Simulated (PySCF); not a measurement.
Isomers C7H8FN:

A. SMILES C=C(/C=C1/CC=N1)CF
B. `Cc1cc(N)cc(F)c1`
C. `[C@@]12(C#N)CCC[C@@H]1[C@H]2F`

Spectrum 1. 1H NMR (500 MHz, computed): δ 3.88 (m, 1H), 2.44 (m, 1H), 2.38 (m, 1H), 2.27 (m, 1H), 2.08 (m, 1H), 1.58 (m, 1H), 1.47 (m, 1H), 1.30 (m, 1H). 13C{1H} NMR (computed): δ 123.7 (C), 89.5 (CH), 39.2 (CH), 39.1 (CH2), 36.0 (CH2), 33.4 (CH2), 25.3 (C).

Spectrum 2. 1H NMR (500 MHz, computed): δ 8.91 (t, 1H), 5.97 (m, 2H), 5.84 (m, 1H), 5.71 (m, 1H), 5.57 (m, 1H), 3.58 (m, 2H). 13C{1H} NMR (computed): δ 191.8 (CH), 155.8 (C), 151.7 (C), 120.4 (CH), 120.3 (CH2), 88.8 (CH2), 45.1 (CH2).

Spectrum 3. 1H NMR (500 MHz, computed): δ 6.40 (m, 1H), 6.23 (s, 1H), 6.21 (m, 1H), 3.45 (br s, 2H), 2.35 (s, 3H). 13C{1H} NMR (computed): δ 174.7 (C), 153.6 (C), 146.9 (C), 112.4 (CH), 109.2 (CH), 101.0 (CH), 24.1 (CH3).

Level of theory: NMR shieldings at PBE0/pcSseg-1/GIAO, coordinates at the GFN2-xTB level, in PySCF 2.14 (single conformer, non-relativistic, in vacuum, averaged over atoms made equivalent by symmetry, fast rotation or ring inversion).

δ = σ(ref) − σ, references computed at the same level: TMS for 1H (31.72 ppm) and 13C (186.93 ppm). Splittings of carbon signals by F and P are missing where no couplings were computed. Where no couplings were computed, multiplicities follow the n + 1 count of equivalent neighbours, and m marks all less simple cases (inequivalent or close neighbours, rings, F or P nearby). Shifts are as computed. Against solution values, carbons near 30 ppm lie about +3 ppm off and those near 130 ppm about +5 ppm. Of 1211 compounds with measured shifts, 218 miss one by over three times the rms of a fit or turn the order of signals round; such compounds aren't used in these exercises. OH and NH positions are gas-phase values without hydrogen bonding to other molecules.

Match each spectrum to its structure.

## Answers

1–C, 2–A, 3–B.

- Spectrum 1 (C): 7 13C signals; δC 123.7 is a nitrile carbon; δC 89.5 is a three-membered-ring carbon.
- Spectrum 2 (A): 7 13C signals; δC 155.8 is a fully substituted alkene carbon; δC 151.7 is a fully substituted alkene carbon.
- Spectrum 3 (B): 7 13C signals; δC 174.7 is an aromatic carbon bearing fluorine; δC 153.6 is an aromatic carbon bearing nitrogen.
